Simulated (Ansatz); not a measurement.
Job for Ansatz (a quantum-chemistry and plane-wave program): U-MP2/cc-pVTZ on BH3N (SMILES B[NH]), 2S+1 = 2.

Ansatz 0.2 input:
```yaml
crystal:
  periodic: [false, false, false]
  atoms:
    - {symbol: B, position_ang: [-0.69787731, 0.13548462, 0.01742179]}
    - {symbol: N, position_ang: [0.61371388, -0.16820176, -0.01879011]}
    - {symbol: H, position_ang: [-1.51271884, -0.73280421, -0.03483125]}
    - {symbol: H, position_ang: [-0.99613099, 1.29235708, 0.10258872]}
    - {symbol: H, position_ang: [1.60848000, -0.08707014, -0.02422767]}
basis:
  gaussian:
    orbitals: cc-pVTZ
magnetization: {spin_polarized: true, initial_magnetization: 1}
correlation: {method: mp2, electrons: outside_noble_gas}
accuracy: high
phonons: {}
scf: {omitted_lower_state_checks: [cluster_reference]}
```

Question: Predict the final total energy.

Answer: -81.1551 hartree.

Question: How many basis functions does it have, and what does it roughly cost on one machine?

Answer: 102 functions; roughly 2.6 core-minutes.
